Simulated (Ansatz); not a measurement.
F2H6N2SSi2 (`N[Si@@H](F)S[Si@@H](N)F`). The species carries charge 0 and has multiplicity 1.

Cartesian coordinates in Å:
```
N -2.576 1.334 1.023
Si -0.950 0.876 1.027
F -0.593 -0.300 2.055
S -0.549 0.133 -0.925
Si 1.238 -0.954 -0.537
N 1.979 -1.177 -2.038
F 2.092 -0.088 0.506
H -2.935 2.015 1.671
H -3.299 0.769 0.612
H -0.132 2.033 1.434
H 1.042 -2.272 0.095
H 2.051 -0.444 -2.723
H 2.632 -1.925 -2.200
```

(1) What are the harmonic wavenumbers in cm⁻¹ at PBE0-D4/def2-TZVP (Ansatz, finite differences of forces, unscaled)? (Estimate.)

(2) Is this a minimum?

(3) Give the ideal-gas thermochemistry at 298.15 K and 1 bar (rigid rotor, harmonic oscillator; point group C2, symmetry number 2).

(4) And at 400, 500, 600, 800 and 1000 K?

(5) Rotational constants (cm⁻¹)?

## Answers

(1) The calculation gave: 41, 60, 81, 167, 177, 255, 258, 273, 304, 325, 330, 342, 346, 519, 530, 709, 715, 824, 831, 839, 868, 895, 910, 941, 961, 1575, 1576, 2286, 2286, 3618, 3618, 3717, 3717.

(2) Yes, all 33 modes are real.

(3) Zero-point energy 208.7 kJ/mol; H(298) − E = 239.9 kJ/mol; entropy 426.3 J/(mol·K), of which translation 172.2, rotation 117.5, vibration 136.6; G(298) − E = 112.8 kJ/mol. Modes under 100 cm⁻¹ are hindered rotations or soft bends, so the harmonic entropy is rough.

(4) 
```csv
T (K),H − E (kJ/mol),S (J/mol/K),G − E (kJ/mol)
400,258.0,478.3,66.6
500,277.8,522.6,16.5
600,299.2,561.6,-37.7
800,345.3,627.7,-156.9
1000,394.6,682.6,-288.0
```

(5) 0.09825, 0.03021, 0.02533.
